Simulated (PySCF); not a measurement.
A structure optimised at PBE-D3(BJ)/def2-SVP, used in a PySCF frequency run:

```xyz
11

O      1.4217     1.6482     0.1647
C      1.3154     0.5013    -0.2398
O      2.3617    -0.3299    -0.4243
Si    -0.4440    -0.1784    -0.6274
F     -0.4346    -1.7832    -0.9900
Si    -1.7335     0.2334     1.2934
H      3.1678     0.1818    -0.1707
H     -0.9184     0.5736    -1.8384
H     -3.1003    -0.3755     1.1392
H     -1.8611     1.7186     1.4842
H     -1.0513    -0.3727     2.4887
```
Charge 0, spin multiplicity 1.

Problem. Write its SMILES and formula.

Solution. O=C(O)[Si@@H](F)[SiH3], CH5FO2Si2

Problem. What are its rotational constants (standard atomic weights)?

Solution. 2.8003, 1.6024, 1.1410 GHz
